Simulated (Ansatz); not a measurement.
Compare A (`CC(S)=[Se]`) with its isomer B (`C=C(S)[SeH]`).

Isolated molecules relaxed with PBE0-D4/def2-TZVP in Ansatz; ΔE leaves out vibrations. CBS: MP2 limit from def2 TZ/QZ plus the TZ coupled-cluster correction, frozen cores. DFT in def2-TZVPP. B3LYP here is the variant with VWN-RPA as its local correlation; programs differ in this. For Se outer-core shells are correlated without core-valence functions, which leaves a few kJ/mol of doubt a bond. Scalar relativity is left out up to krypton. Each species was taken in one conformer, which may not be the lowest.

Task: Which isomer does CCSD(T)/CBS put lower? Give the gap. (Best estimate.)

Result: Computed: A, by 9.1 kcal/mol.

Task: Give E(B) − E(A) in kcal/mol with HF/def2-TZVPP, B3LYP-D4, ωB97M-V, PBE0-D4, PBE-D4, CCSD/def2-TZVPP, CCSD(T)/def2-TZVPP. (Best estimate.)

Result: Computed: HF/def2-TZVPP 5.9, B3LYP-D4 9.1, ωB97M-V 7.5, PBE0-D4 9.3, PBE-D4 10.4, CCSD/def2-TZVPP 7.0, CCSD(T)/def2-TZVPP 8.1. None reverses the order clearly.

Largest T1 diagnostic: 0.016.

In def2-TZVPP, CCSD(T) changes the Hartree–Fock value by +2.2 kcal/mol (the triples alone add +1.1 kcal/mol) and MP2 by +3.7 kcal/mol. From PBE to PBE0 (25 % exact exchange), in def2-TZVPP and without D4, E(B) − E(A) moves by −1.1 kcal/mol.
